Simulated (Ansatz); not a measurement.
Ansatz results at the PBE0-D4/def2-TZVP geometry: HOMO energy (ωB97M-V/def2-TZVPP) -9.98 eV; zero-point energy (PBE0-D4/def2-TZVP) 121.9 kJ/mol; LUMO energy (PBE0/def2-TZVPP) -1.05 eV.

Each molecule was computed in one conformer, which needn't be the lowest.

(1) Which molecule gave them?
A. `[CH3][Ga]([SH])[Br]`
B. `C#[C][GaH][CH3]`
C. `[OH][Ga]([SH])[SH]`
D. `[OH][GaH][Cl]`

Answers

(1) A. The others give `[OH][Ga]([SH])[SH]`: -9.83, 85.1, -0.87; `C#[C][GaH][CH3]`: -9.91, 159.4, -1.58; `[OH][GaH][Cl]`: -11.23, 57.4, -1.14.
